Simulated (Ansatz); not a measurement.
`C[O][Ge]([F])([SH])[Cl]` + HCl → `C[O][Ge]([SH])([Cl])[Cl]` + H–F  (ligand exchange at a Ge–F bond)

Isolated molecules relaxed with PBE0-D4/def2-TZVP in Ansatz; ΔE leaves out vibrations. CBS: MP2 limit from def2 TZ/QZ plus the TZ coupled-cluster correction, frozen cores. This one scheme is used for every species. DFT in def2-TZVPP. B3LYP here is the variant with VWN-RPA as its local correlation; programs differ in this. For Ge outer-core shells are correlated without core-valence functions, which leaves a few kJ/mol of doubt a bond. Scalar relativity is left out up to krypton. One conformer a species, not always the lowest.

`C[O][Ge]([F])([SH])[Cl]`:

```xyz
10

C     0.504    0.852   -1.347
O    -0.463    0.524   -0.359
Ge   -0.149   -0.769    0.771
F     1.383   -0.426    1.494
S    -1.759   -0.865    2.233
Cl    0.118   -2.646   -0.190
H     0.112    1.703   -1.906
H     0.663    0.020   -2.040
H     1.460    1.132   -0.896
H    -1.869    0.476    2.239
```

HCl:

Cartesian coordinates in Å:
```
Cl 0.532 0.289 -0.207
H -0.532 -0.289 0.207
```

`C[O][Ge]([SH])([Cl])[Cl]`:

Cartesian coordinates in Å:
```
C 1.498 0.600 -0.183
O 0.533 -0.201 -0.845
Ge -0.833 -0.821 0.060
S -2.079 0.751 0.954
Cl -1.879 -2.014 -1.349
Cl -0.147 -2.023 1.687
H 2.208 0.935 -0.940
H 1.043 1.479 0.287
H 2.038 0.029 0.579
H -2.383 1.265 -0.251
```

H–F:

Z-matrix (Å, degrees):
```
F
H 1 0.920
```

| level | ΔE (kcal/mol) | difference from CCSD(T)/CBS |
| --- | --- | --- |
| PBE-D4 | -2.6 | -0.2 |
| r2SCAN-D4 | -0.9 | 1.5 |
| PBE0-D4 | -3.1 | -0.7 |
| B3LYP-D4 | -1.5 | 0.9 |
| ωB97X-V | -0.3 | 2.1 |
| ωB97M-V | -1.2 | 1.2 |
| B2PLYP | -0.4 | 2.0 |
| PBE | -1.3 | 1.1 |
| r2SCAN | -0.6 | 1.8 |
| PBE0 | -2.0 | 0.4 |
| B3LYP | 0.5 | 2.9 |
| HF/def2-TZVPP | 1.5 | 3.9 |
| MP2/def2-TZVPP | -3.2 | -0.8 |
| SCS-MP2/def2-TZVPP | -1.4 | 1.0 |
| CCSD/def2-TZVPP | -0.8 | 1.6 |
| CCSD(T)/def2-TZVPP | -1.3 | 1.1 |
| HF/def2-QZVPP | 2.0 | 4.4 |
| MP2/def2-QZVPP | -3.6 | -1.2 |
| SCS-MP2/def2-QZVPP | -1.8 | 0.6 |
| HF/CBS(def2) | 2.1 | 4.5 |
| MP2/CBS(def2) | -4.3 | -1.9 |
| CCSD/CBS(def2) | -1.9 | 0.5 |
| CCSD(T)/CBS | -2.4 | 0 |

Largest T1 diagnostic among the species: 0.012.

The D4 term adds −2.1 kcal/mol with B3LYP and −1.2 kcal/mol with PBE0; it sums over pairs of atoms, weighted by their polarisabilities, and B3LYP, whose exchange is more repulsive, gets the larger term. In def2-TZVPP, CCSD(T) changes the Hartree–Fock value by −2.8 kcal/mol (the triples alone add −0.6 kcal/mol) and MP2 by −4.7 kcal/mol.
